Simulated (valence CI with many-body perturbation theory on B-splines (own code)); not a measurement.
W24+: key properties

Method: configuration interaction combined with many-body perturbation theory (CI+MBPT): four valence electrons over a frozen Dirac-Fock core [Kr] 4d10, a basis of 7 s, 7 p, 7 d, 7 f, 4 g, 2 h functions for each j, with the one-electron correlation potential Σ1, the two-electron term Σ2, the three-electron term Σ3, Breit, model QED; selected CI, second order for the rest (own B-spline code, finite nucleus).

No measured spectrum was set against this ion. As an estimate, terms of the open shell hold to a few per cent of their energy, and close levels can change places.

Names give the largest LS component (configuration and term), which can be under half, so a name can repeat, a term be missing and a line seem to break the LS rules; names also repeat where a configuration has a term twice.

Rates and lifetimes use the calculated energies. Strong lines usually hold to 10 to 20 %, long lifetimes can be off by a factor of two.

What is the ground level?

4f⁴ ⁵I_4, composition 82 % 4f⁴ ⁵I + 16 % 4f⁴ ³H, g = 0.639.

Name the longest-lived excited levels whose lifetime is computed, and their main decay.

4f⁴ ⁵F_2 at 35094 cm⁻¹ lives 53.9 s, mostly by E2 to 4f⁴ ⁵I_4; 4f⁴ ⁵D_0 at 83111 cm⁻¹ lives 302 ms, mostly by M1 to 4f⁴ ⁵F_1; 4f⁴ ⁵F_1 at 40562 cm⁻¹ lives 120 ms, mostly by M1 to 4f⁴ ⁵F_2.

What is the ionisation energy?

732.62 eV; NIST lists 734.1 ± 1.7 eV (semi-empirical).

Where does the other parity begin?

At 4f³5s ⁵I°_4, 766990 cm⁻¹.

How well does LS coupling describe the low levels?

Among the lowest 20 levels the leading LS term, summed over configurations, holds 60 % on average. For single configurations the figures are 60 % in LS and 65 % in jj coupling. Terms mix most in the J = 2 level at 74198 cm⁻¹, where the leading one holds 28 %.
